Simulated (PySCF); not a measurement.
**Stationary points of VSF₃**

Level of theory: PySCF, PBE, basis V def2-SVP, S def2-SVP, F def2-SVP (no relativity, density fitting).

Relaxations began from a few typed shapes. The search is not exhaustive: other isomers or separated fragments can lie lower, and high-lying points may rest on an excited occupation.

```json
{"spin": "singlet", "group": "C3v", "bonds": "V–F 1.714 Å (×3), V–S 2.019 Å", "angles": "F–V–F 110.0° (×3), F–V–S 108.9° (×3)", "imaginary modes (cm⁻¹)": "none", "ΔE (kJ/mol)": "0.0", "ΔE with ZPE (kJ/mol)": "0.0"}
{"spin": "singlet", "group": "C2v", "bonds": "V–F 1.755 Å (×2), V–F 1.810 Å, V–S 2.075 Å", "angles": "F–V–F 84.0° (×2), F–V–F 168.1°, F–V–S 96.0° (×2), F–V–S 180.0°", "imaginary modes (cm⁻¹)": "236i, 96i", "ΔE (kJ/mol)": "328.3", "ΔE with ZPE (kJ/mol)": "–"}
```

The lowest minimum found is the singlet C3v: V–F 1.714 Å (×3), V–S 2.019 Å; F–V–F 110.0° (×3), F–V–S 108.9° (×3).

Formally V is in oxidation state +5, d0. The polar-tensor charge on V, 1.80, is far below the formal one.
